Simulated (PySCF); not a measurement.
**Spin–spin coupling constants**

Bonds (- single, = double, # triple, : aromatic): C1=C2, C2-C3, C3-C4, C4-C5, C4-As6. C1 carries H7, H8; C2 carries H9; C3 carries H10, H11; C4 carries H12; C5 carries H13, H14, H15; As6 carries H16, H17. Stereochemistry as in C=CC[C@H](C)[AsH2]. H8 is cis to C3; H10 is pro-R; H11 is pro-S; H7 is trans to C3.

Couplings: B3LYP/pcJ-1 (pcSseg-1 on As) (without the spin–dipole term) in PySCF, geometry PBE0-D3(BJ)/def2-SVP; gas phase, one conformer, non-relativistic. Couplings are averaged over pairs made equivalent by symmetry, fast rotation or ring inversion, so a value needn't be that of the named pair in this geometry, while other rotamers aren't included; one pair stands for each set, and the list holds a selection of those of at least 0.8 Hz over up to four bonds.

Isotopes: 13C, 1H.

```tsv
pair	bonds	J (Hz)
C1, C2	1	76.7
C1, H7	1	?
C1, H8	1	?
C2, C3	1	45.8
C2, H9	1	159.6
C3, C4	1	34.8
C3, H10	1	132.7
C3, H11	1	?
C4, C5	1	35.7
C4, H12	1	?
C5, H13	1	133.2
C1, C3	2	1.0
C4, H10	2	-2.7
C4, H16	2	-1.5
C5, H12	2	-2.6
H13, H14	2	?
H16, H17	2	?
C3, H8	3	?
C3, H13	3	?
C3, H16	3	4.1
C5, H11	3	2.1
H10, H12	3	4.5
H11, H12	3	14.7
C2, H16	4	1.0
C4, H7	4	-1.7
C4, H8	4	-1.8
```

Q: Estimate the withheld couplings, with signs.

A: 
- 1J(C1,H7) = 168.9 Hz (bond length 1.093 Å, sp2 carbon)
- 1J(C1,H8) = 163.5 Hz (bond length 1.095 Å, sp2 carbon)
- 1J(C3,H11) = 131.3 Hz (bond length 1.107 Å, sp3 carbon)
- 1J(C4,H12) = 139.5 Hz (bond length 1.104 Å, sp3 carbon)
- 2J(H13,H14) = -13.7 Hz
- 2J(H16,H17) = -11.6 Hz (angle at As6 92°)
- 3J(C3,H8) = 8.0 Hz (dihedral angle 1°)
- 3J(C3,H13) = 5.9 Hz (mean over equivalent pairs that range from 2.5 to 11.9 Hz in this conformer)

Relativistic effects of the heavier atoms present are left out.
